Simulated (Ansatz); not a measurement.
One change: `C=C=C([SiH3])CCl` becomes `C=C=C(N)[SiH3]`.

Ansatz, PBE0-D4/def2-TZVP geometries, multiplicity 1. Each molecule was computed in one conformer, which needn't be the lowest.

```
                                      property  `C=C=C([SiH3])CCl`
       HOMO–LUMO gap (ωB97M-V/def2-TZVPP) / eV               11.46
           HOMO–LUMO gap (PBE/def2-TZVPP) / eV                5.07
          HOMO–LUMO gap (PBE0/def2-TZVPP) / eV                7.21
           HOMO energy (B3LYP/def2-TZVPP) / eV               -7.51
         LUMO energy (ωB97M-V/def2-TZVPP) / eV                1.54
size of the dipole moment (PBE/def2-TZVPP) / D                1.95
```

Q: Give the same properties after the change, and the shifts. (Estimate.)

A: Ansatz gave: 
```
                                      property  `C=C=C(N)[SiH3]`  shift
       HOMO–LUMO gap (ωB97M-V/def2-TZVPP) / eV             10.10  -1.36
           HOMO–LUMO gap (PBE/def2-TZVPP) / eV              3.98  -1.09
          HOMO–LUMO gap (PBE0/def2-TZVPP) / eV              6.08  -1.13
           HOMO energy (B3LYP/def2-TZVPP) / eV             -6.04   1.47
         LUMO energy (ωB97M-V/def2-TZVPP) / eV              1.67   0.13
size of the dipole moment (PBE/def2-TZVPP) / D              1.32  -0.63
```

With PBE0 the HOMO rises by 1.50 eV and the LUMO rises by 0.36 eV, so the gap narrows by about 1.14 eV. PBE moves the HOMO by 1.50 eV and ωB97M-V by 1.48 eV. Dipoles are sizes alone; their direction can turn.

B3LYP here is the variant with VWN-RPA as its local correlation; programs differ in this.
